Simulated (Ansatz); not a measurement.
`NB(O)[SiH](F)F`, charge 0, multiplicity 1.

Question: Give a relaxed structure at PBE0-D4/def2-TZVP (Ansatz). (An estimate is asked.)

Answer: Computed: 
```xyz
10

N    -0.3007   -0.3945   -1.4812
B    -0.1416   -0.5277   -0.0937
O    -0.3333   -1.6979    0.5847
Si    0.4035    1.0998    0.9809
F     1.7777    0.8497    1.7527
F    -0.6848    1.4486    2.0947
H    -0.1546    0.4774   -1.9593
H    -0.5683   -1.1437   -2.1001
H    -0.5911   -2.4499    0.0438
H     0.5932    2.3384    0.1775
```
Point group Cs.
This is one stationary point; other conformers may exist.
